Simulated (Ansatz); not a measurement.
Geometry optimisation, UKS BHLYP-D4/def2-TZVP (Ansatz).

Input file:

```yaml
crystal:
  periodic: [false, false, false]
  atoms:
    - { symbol: B, position_ang: [0.26411, -0.9635, 0.55572] }
    - { symbol: As, position_ang: [-0.09337, 0.25274, -0.88041] }
    - { symbol: H, position_ang: [1.21788, -1.27557, 1.14249] }
    - { symbol: H, position_ang: [-0.46605, -0.72032, -1.98303] }
    - { symbol: H, position_ang: [1.31043, 0.32591, -1.40681] }
magnetization:
  spin_polarized: true
  initial_magnetization: 1
basis:
  gaussian: { orbitals: def2-TZVP }
hamiltonian:
  xc: { name: BHLYP }
  dispersion: d4
relax:
  f_tol: 0.015
  max_steps: 40
output:
  orbitals: {}
```

Run as:

```bash
$ ansatz run input.yaml --threads 2 --pin off --max-ram 3072MiB --backend cpu --events-out ev --progress --plain --runs-dir out
```

Where does it end, and by what steps?

The run converged. After 7 steps the energy has fallen by 0.165 eV; B1 moved furthest, 0.21 Å.

| step | energy less start (eV) | largest force component (eV/Å) | accepted |
| --- | --- | --- | --- |
| 0 | 0.0000 | 1.124 | yes |
| 1 | -0.1103 | 0.901 | yes |
| 2 | -0.1583 | 0.178 | yes |
| 3 | -0.1525 | 0.166 | no |
| 4 | -0.1645 | 0.095 | yes |
| 5 | -0.1633 | 0.134 | no |
| 6 | -0.1652 | 0.034 | yes |
| 7 | -0.1653 | 0.012 | yes |

```xyz
5
Properties=species:S:1:pos:R:3
B 0.338 -1.142 0.477
As -0.032 0.222 -0.897
H 1.162 -1.192 1.320
H -0.581 -0.659 -1.986
H 1.347 0.391 -1.487
```

Whether the end is a true minimum wasn't checked by a vibrational analysis.

Run time: 18 s on 2 threads of Arm Neoverse V2, on a shared host, peak memory 0.2 GiB.
